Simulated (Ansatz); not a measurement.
Consider the cleavage of the P–Si bond: `P[SiH]1CN1` + `N[SiH3]` → `[SiH3]NP` + `C1N[SiH2]1`.

Computed with Ansatz on PBE0-D4/def2-TZVP structures; ΔE is electronic, products minus reactants. CBS: MP2 limit from def2 TZ/QZ plus the TZ coupled-cluster correction, frozen cores. This one scheme is used for every species. DFT in def2-TZVPP. One conformer a species, not always the lowest.

`P[SiH]1CN1`:

Cartesian coordinates in Å:
```
P -0.706 -1.791 1.319
Si -0.284 -0.432 -0.405
C -0.327 1.396 -0.339
N 1.003 0.712 -0.318
H 0.064 -0.993 2.205
H 0.378 -2.655 1.005
H -0.614 -1.067 -1.705
H -0.599 1.928 -1.251
H -0.548 1.963 0.562
H 1.633 0.939 -1.073
```

`N[SiH3]`:

Z-matrix (Å, degrees):
```
Si
N 1 1.720
H 1 1.486 2 107.9
H 1 1.494 2 116.0 3 -120.3
H 1 1.486 2 107.9 3 119.4
H 2 1.007 1 119.6 3 -168.6
H 2 1.007 1 119.6 3 49.2
```

`[SiH3]NP`:

```xyz
9

Si    0.474    0.862   -0.642
N    -0.215   -0.708   -0.441
P    -0.764   -1.396    1.020
H    -0.482    1.917   -0.211
H     0.806    1.036   -2.080
H     1.705    1.006    0.182
H    -0.321   -1.311   -1.239
H    -1.537   -0.316    1.536
H     0.336   -1.091    1.874
```

`C1N[SiH2]1`:

```xyz
8

C    -0.161    0.928    0.045
N    -1.009   -0.285   -0.157
Si    0.668   -0.680   -0.225
H    -0.276    1.683   -0.728
H    -0.124    1.348    1.050
H    -1.624   -0.526    0.606
H     1.338   -1.316    0.933
H     1.187   -1.151   -1.526
```

```json
{"level": "r2SCANh", "ΔE (eV)": "0.49"}
{"level": "r2SCAN0", "ΔE (eV)": "0.47"}
```

(1) What does CCSD(T)/CBS give? (Best estimate.)

(2) What do rigid-rotor, harmonic-oscillator terms from PBE0-D4/def2-TZVP frequencies (298.15 K, 1 bar) make of the CCSD(T)/CBS value? (Best estimate.)

Largest T1 diagnostic among the species: 0.014.

## Answers

(1) Computed: +0.43 eV. The listed levels differ from it by 0.06, 0.04 eV.

(2) The calculation gave: ΔZPE = -0.03 eV, ΔH = +0.38 eV, ΔS = -4 J/(mol·K), ΔG = +0.39 eV.

In def2-TZVPP, CCSD(T) changes the Hartree–Fock value by +0.17 eV (the triples alone add +0.03 eV) and MP2 by +0.17 eV. At CCSD(T), def2-SVP lies −0.03 eV from the extrapolated value and def2-TZVPP −0.01 eV. From BLYP to BHLYP (50 % exact exchange), in def2-TZVPP and without D4, ΔE moves by −0.08 eV.
